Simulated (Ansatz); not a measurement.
C14H11N⁻, that is 1CB with one electron more. Total charge -1; doublet. Geometry PBE-D4/def2-SVP, that of the neutral singlet; atoms count from 1.

```xyz
26

C    -0.6370    3.6471   -2.9048
C    -0.4535    2.4707   -1.9817
C    -1.0415    2.4449   -0.7005
C    -0.8488    1.3642    0.1675
C    -0.0504    0.2608   -0.2086
C     0.1551   -0.8851    0.7072
C    -0.8620   -1.2985    1.6004
C    -0.6752   -2.3776    2.4661
C     0.5505   -3.0843    2.4649
C     0.7506   -4.1923    3.3513
N     0.9161   -5.1005    4.0776
C     1.5769   -2.6827    1.5776
C     1.3753   -1.6022    0.7169
C     0.5401    0.2862   -1.4930
C     0.3387    1.3658   -2.3590
H    -0.7382    3.3258   -3.9610
H    -1.5313    4.2437   -2.6380
H     0.2395    4.3296   -2.8590
H    -1.6611    3.2958   -0.3746
H    -1.3024    1.3909    1.1700
H    -1.8322   -0.7799    1.5922
H    -1.4793   -2.6899    3.1480
H     2.5347   -3.2229    1.5781
H     2.1938   -1.2859    0.0534
H     1.1381   -0.5731   -1.8329
H     0.8033    1.3495   -3.3582
```

The highest occupied level of the charge -1 doublet lies above zero (up to 1.01 eV). By energy differences its removal costs 0.46 eV (vertical, to the charge 0 singlet, at PBE0-D4/def2-SVP); self-interaction error and the lack of diffuse functions both raise the level.

**Question.** Estimate the Mulliken populations from the PBE0/def2-SVP orbitals of Ansatz.

**Answer.** 
```csv
atom,charge (e),spin (α − β)
C1,0.00,-0.02
C2,-0.13,0.20
C3,-0.04,-0.07
C4,-0.06,0.12
C5,0.02,0.02
C6,0.00,0.25
C7,-0.06,0.01
C8,0.00,0.05
C9,-0.18,0.24
C10,-0.12,-0.04
N11,-0.14,0.15
C12,0.00,0.05
C13,-0.06,0.01
C14,-0.06,0.10
C15,-0.04,-0.07
H16,0.02,0.01
H17,0.02,0.00
H18,0.03,0.01
H19,-0.03,0.00
H20,-0.01,-0.01
H21,-0.02,0.00
H22,-0.02,0.00
H23,-0.02,0.00
H24,-0.02,0.00
H25,-0.01,-0.01
H26,-0.03,0.00
```
Mulliken values and Mayer orders depend strongly on the basis.

**Question.** Where does the spin sit?

**Answer.** Summed by element: C 0.84, N 0.15, H 0.00, of 1 unpaired in all. Largest on single atoms: C6 0.25, C9 0.24, C2 0.20.

**Question.** And the Mayer bond orders between bonded heavy atoms (over 0.3)?

**Answer.** C1–C2 1.06 (1.51 Å); C2–C3 1.35 (1.41 Å); C2–C15 1.34 (1.41 Å); C3–C4 1.43 (1.40 Å); C4–C5 1.30 (1.41 Å); C5–C6 1.14 (1.48 Å); C5–C14 1.29 (1.41 Å); C6–C7 1.25 (1.42 Å); C6–C13 1.25 (1.42 Å); C7–C8 1.51 (1.40 Å); C8–C9 1.24 (1.41 Å); C9–C10 1.17 (1.43 Å); C9–C12 1.24 (1.41 Å); C10–N11 2.89 (1.17 Å); C12–C13 1.51 (1.40 Å); C14–C15 1.44 (1.40 Å).
